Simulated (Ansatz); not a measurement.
Geometry optimisation, RKS PBE-D4/6-31G* (Ansatz).

Input:

```yaml
crystal:
  periodic: [false, false, false]
  atoms:
    - { symbol: B, position_ang: [1.471805, -1.118048, -0.125298] }
    - { symbol: "N", position_ang: [2.042885, 0.139172, -0.651846] }
    - { symbol: H, position_ang: [1.8277, -1.486092, 0.962003] }
    - { symbol: H, position_ang: [0.714813, -1.726935, -0.836307] }
    - { symbol: H, position_ang: [0.066897, 0.806375, 0.35702] }
    - { symbol: O, position_ang: [-0.590953, 0.426663, 0.970712] }
    - { symbol: Si, position_ang: [-2.170797, 0.468019, 0.395805] }
    - { symbol: H, position_ang: [2.777401, 0.646134, -0.163447] }
    - { symbol: H, position_ang: [1.904648, 0.445227, -1.612892] }
    - { symbol: H, position_ang: [-2.796108, 1.82984, 0.509541] }
    - { symbol: H, position_ang: [-2.285285, 0.052218, -1.043546] }
    - { symbol: H, position_ang: [-2.963006, -0.482574, 1.238454] }
basis:
  gaussian: { orbitals: "6-31G*" }
hamiltonian:
  xc: pbe
  dispersion: d4
relax:
  f_tol: 0.03
  max_steps: 50
output:
  orbitals: {}
```

Command:

```bash
$ ansatz run input.yaml --threads 2 --pin off --max-ram 3072MiB --backend cpu --events-out ev --progress --plain --runs-dir out
```

**Question.** Where does it end, and by what steps?

**Answer.** The forces met the threshold. The force dipped under the threshold on the way, but the program's further checks kept it going. After 37 steps the energy has fallen by 0.152 eV; H10 moved furthest, 1.75 Å.

```
step  energy less start (eV)  largest force component (eV/Å)  accepted
   0                  0.0000                           1.832       yes
   2                 -0.0904                           0.397       yes
   4                 -0.1169                           0.152       yes
   6                 -0.1262                           0.099       yes
   8                 -0.1314                           0.091       yes
  10                 -0.1346                           0.129       yes
  12                 -0.1379                           0.071       yes
  14                 -0.1401                           0.062       yes
  16                 -0.1413                           0.067       yes
  18                 -0.1429                           0.029       yes
  20                 -0.1441                           0.056       yes
  22                 -0.1452                           0.087       yes
  24                 -0.1462                           0.057       yes
  26                 -0.1476                           0.046       yes
  28                 -0.1487                           0.095       yes
  30                 -0.1498                           0.038       yes
  32                 -0.1505                           0.070       yes
  34                 -0.1512                           0.034       yes
  36                 -0.1514                           0.043       yes
  37                 -0.1516                           0.023       yes
```

```xyz
12
Properties=species:S:1:pos:R:3
B 1.749 -1.101 -0.591
N 1.715 0.280 -0.315
H 2.397 -1.815 0.131
H 1.105 -1.514 -1.522
H 0.054 0.194 0.905
O -0.776 0.458 1.365
Si -2.117 0.444 0.365
H 2.290 0.720 0.405
H 1.259 0.958 -0.927
H -1.912 1.266 -0.887
H -2.527 -0.936 -0.084
H -3.237 1.046 1.156
```

Whether the end is a true minimum wasn't checked by a vibrational analysis.

Time of the run: 52 s on 2 threads of Arm Neoverse V2, with other jobs on the host, peak memory 0.15 GiB.
